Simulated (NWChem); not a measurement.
Program: NWChem. System: selenium hexafluoride (F6Se), charge 0, spin multiplicity 1, optimised in this run. Level: PBE0/def2-SVP. This build takes 78.918 as the default mass of Se and 79.917 as that of Br, the reverse of their main isotopes.

The NWChem input:

```
start mol
memory heap 200 mb stack 900 mb global 1100 mb
geometry units angstroms
  F      0.000000     0.000000     1.713216
  Se     0.000000     0.000000     0.000000
  F      1.713191     0.000000     0.000000
  F      0.000000     1.713187     0.000000
  F     -1.713191     0.000000     0.000000
  F      0.000000    -1.713187     0.000000
  F      0.000000     0.000000    -1.713216
  symmetry group D2h
end
basis spherical
  * library def2-svp
end
dft
  xc pbe0
  semidirect memsize 60000000 filesize 0
  iterations 100
end
driver
  maxiter 80
end
task dft optimize
```

Part of the output:

```
             Northwest Computational Chemistry Package (NWChem) 7.3.0
             --------------------------------------------------------

                                NWChem Input Module
                                -------------------

 Scaling coordinates for geometry "geometry" by  1.889725989
 (inverse scale =  0.529177249)

 Turning off AUTOSYM since
 SYMMETRY directive was detected!

          ------
          auto-z
          ------
  Looking for out-of-plane bends

                             Geometry "geometry" -> ""
                             -------------------------

 Output coordinates in angstroms (scale by  1.889725989 to convert to a.u.)

  No.       Tag          Charge          X              Y              Z
 ---- ---------------- ---------- -------------- -------------- --------------
    1 F                    9.0000     0.00000000     0.00000000     1.71321600
    2 Se                  34.0000     0.00000000     0.00000000     0.00000000
    3 F                    9.0000     1.71319100     0.00000000     0.00000000
    4 F                    9.0000     0.00000000     1.71318700     0.00000000
    5 F                    9.0000    -1.71319100     0.00000000     0.00000000
    6 F                    9.0000     0.00000000    -1.71318700     0.00000000
    7 F                    9.0000     0.00000000     0.00000000    -1.71321600

 Effective nuclear repulsion energy (a.u.)     816.9354103821

            Nuclear Dipole moment (a.u.)
            ----------------------------
        X                 Y               Z
 ---------------- ---------------- ----------------
     0.0000000000     0.0000000000     0.0000000000

      Symmetry information
      --------------------

 Group name             D2h
 Group number             26
 Group order               8
 No. of unique centers     4

      Symmetry unique atoms

     1    2    3    4


 Summary of "ao basis" -> "" (spherical)
 ------------------------------------------------------------------------------
       Tag                 Description            Shells   Functions and Types
 ---------------- ------------------------------  ------  ---------------------
 *                          def2-svp                  on all atoms

                           NWChem Geometry Optimization
                           ----------------------------

 maximum gradient threshold         (gmax) =   0.000450
 rms gradient threshold             (grms) =   0.000300
 maximum cartesian step threshold   (xmax) =   0.001800
 rms cartesian step threshold       (xrms) =   0.001200
 fixed trust radius                (trust) =   0.300000
 maximum step size to saddle      (sadstp) =   0.100000
 energy precision                  (eprec) =   5.0D-06
 maximum number of steps          (nptopt) =   80
 initial hessian option           (inhess) =    0
 line search option               (linopt) =    1
 hessian update option            (modupd) =    1
 saddle point option              (modsad) =    0
 initial eigen-mode to follow     (moddir) =    0
 initial variable to follow       (vardir) =    0
 follow first negative mode     (firstneg) =    T
 apply conjugacy                    (opcg) =    F
 source of zmatrix                         =   autoz

          -------------------
          Energy Minimization
          -------------------

 Names of Z-matrix variables
    1              2              3              4              5
    6              7              8              9             10
[...]
   16 Bend                     5     2     6                90.00000    0.00000
   17 Bend                     5     2     7                90.00000   -0.00000
   18 Bend                     6     2     7                90.00000   -0.00000

                         Geometry "geometry" -> "geometry"
                         ---------------------------------

 Output coordinates in angstroms (scale by  1.889725989 to convert to a.u.)

  No.       Tag          Charge          X              Y              Z
 ---- ---------------- ---------- -------------- -------------- --------------
    1 F                    9.0000     0.00000000     0.00000000     1.70374129
    2 Se                  34.0000     0.00000000     0.00000000     0.00000000
    3 F                    9.0000     1.70373530     0.00000000     0.00000000
    4 F                    9.0000     0.00000000     1.70373433     0.00000000
    5 F                    9.0000    -1.70373530     0.00000000     0.00000000
    6 F                    9.0000     0.00000000    -1.70373433     0.00000000
    7 F                    9.0000     0.00000000     0.00000000    -1.70374129

 Effective nuclear repulsion energy (a.u.)     821.4719372899

            Nuclear Dipole moment (a.u.)
            ----------------------------
        X                 Y               Z
 ---------------- ---------------- ----------------
     0.0000000000     0.0000000000     0.0000000000

      Symmetry information
      --------------------

 Group name             D2h
 Group number             26
 Group order               8
 No. of unique centers     4

      Symmetry unique atoms

     1    2    3    4

                Final and change from initial internal coordinates
                --------------------------------------------------

                                Z-matrix (autoz)
                                --------

 Units are Angstrom for bonds and degrees for angles

      Type          Name      I     J     K     L     M      Value       Change
      ----------- --------  ----- ----- ----- ----- ----- ---------- ----------
    1 Stretch                  1     2                       1.70374   -0.00947
    2 Stretch                  2     3                       1.70374   -0.00946
    3 Stretch                  2     4                       1.70373   -0.00945
    4 Stretch                  2     5                       1.70374   -0.00946
    5 Stretch                  2     6                       1.70373   -0.00945
    6 Stretch                  2     7                       1.70374   -0.00947
    7 Bend                     1     2     3                90.00000    0.00000
    8 Bend                     1     2     4                90.00000    0.00000
    9 Bend                     1     2     5                90.00000    0.00000
   10 Bend                     1     2     6                90.00000    0.00000
   11 Bend                     3     2     4                90.00000    0.00000
   12 Bend                     3     2     6                90.00000    0.00000
   13 Bend                     3     2     7                90.00000    0.00000
   14 Bend                     4     2     5                90.00000    0.00000
   15 Bend                     4     2     7                90.00000    0.00000
   16 Bend                     5     2     6                90.00000    0.00000
   17 Bend                     5     2     7                90.00000    0.00000
   18 Bend                     6     2     7                90.00000    0.00000

 ==============================================================================
                                internuclear distances
 ------------------------------------------------------------------------------
       center one      |      center two      | atomic units |  angstroms
 ------------------------------------------------------------------------------
    2 Se               |   1 F                |     3.21960  |     1.70374
    3 F                |   2 Se               |     3.21959  |     1.70374
    4 F                |   2 Se               |     3.21959  |     1.70373
    5 F                |   2 Se               |     3.21959  |     1.70374
    6 F                |   2 Se               |     3.21959  |     1.70373
    7 F                |   2 Se               |     3.21960  |     1.70374
 ------------------------------------------------------------------------------
                         number of included internuclear distances:          6
 ==============================================================================

 ==============================================================================
                                 internuclear angles
 ------------------------------------------------------------------------------
        center 1       |       center 2       |       center 3       |  degrees
 ------------------------------------------------------------------------------
    1 F                |   2 Se               |   3 F                |    90.00
    1 F                |   2 Se               |   4 F                |    90.00
    1 F                |   2 Se               |   5 F                |    90.00
    1 F                |   2 Se               |   6 F                |    90.00
    1 F                |   2 Se               |   7 F                |   180.00
    3 F                |   2 Se               |   4 F                |    90.00
    3 F                |   2 Se               |   5 F                |   180.00
    3 F                |   2 Se               |   6 F                |    90.00
    3 F                |   2 Se               |   7 F                |    90.00
    4 F                |   2 Se               |   5 F                |    90.00
    4 F                |   2 Se               |   6 F                |   180.00
    4 F                |   2 Se               |   7 F                |    90.00
    5 F                |   2 Se               |   6 F                |    90.00
    5 F                |   2 Se               |   7 F                |    90.00
    6 F                |   2 Se               |   7 F                |    90.00
 ------------------------------------------------------------------------------
                            number of included internuclear angles:         15
 ==============================================================================

 Task  times  cpu:       10.7s     wall:       10.7s

 Total times  cpu:       10.8s     wall:       10.8s
```
